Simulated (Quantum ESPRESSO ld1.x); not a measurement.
These are the eigenvalues of the occupied orbitals of an atom or ion with whole-number occupations (eV). Calculated with ld1.x of Quantum ESPRESSO 7.5: Dirac Kohn-Sham, PBE, spin-unpolarised, spherical densities, point nucleus.

1s1/2: -82148.3
2s1/2: -15718.3
2p1/2: -15130.9
2p3/2: -13295.8
3s1/2: -4836.36
3p1/2: -4576.25
3p3/2: -4164.74
3d3/2: -3738.32
3d5/2: -3649.81
4s1/2: -2058.37
4p1/2: -1945.79
4p3/2: -1823.33
4d3/2: -1642.12
4d5/2: -1616.57

Which element is it, and in what charge state? The configuration may be excited. Open shells, if any, fill j = l - 1/2 first.

Answer. Z = 79, gold, charge +36: Au36+ in [Kr] 4d7. The list shows which subshells hold electrons but not how many an open one holds; the 1s level, -3018.9 hartree, gives Z - s = 77.7 by -(Z - s)^2/2, which with screening and relativity narrows Z to a few neighbours, and the depths of the outer levels then fix element, charge and occupations together.
